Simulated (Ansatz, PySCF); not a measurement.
CH8Ge2, SMILES [CH3][GeH2][GeH3].

Geometry optimised at PBE-D3(BJ)/def2-SVP. This is a generated structure with no PubChem entry under its InChIKey; it may be hypothetical.

Vertical ionisation energy (IE) and electron affinity (EA) in eV. Rows of orbital energies are one-electron estimates. Where ΔSCF, EOM or ADC give a negative EA the extra electron is unbound and the value depends on the basis.

```json
[
 {"level": "−ε(HOMO), −ε(LUMO), B3LYP/def2-TZVP (PySCF)", "IE": "7.68", "EA": "-0.12"},
 {"level": "−ε(HOMO), −ε(LUMO), PBE/def2-TZVP (PySCF)", "IE": "6.81", "EA": "0.41"},
 {"level": "ΔSCF, PBE/def2-SVPD (Ansatz), final states of multiplicity 2 and 2", "IE": "9.67", "EA": "-1.09"}
]
```

### Question
What vertical singlet–triplet gap does ΔSCF give with PBE/def2-SVPD (Ansatz, an electronic-structure program)? (The exact figures need the calculation; the answer reports its results.)

### Answer
5.96 eV (triplet above singlet where positive).
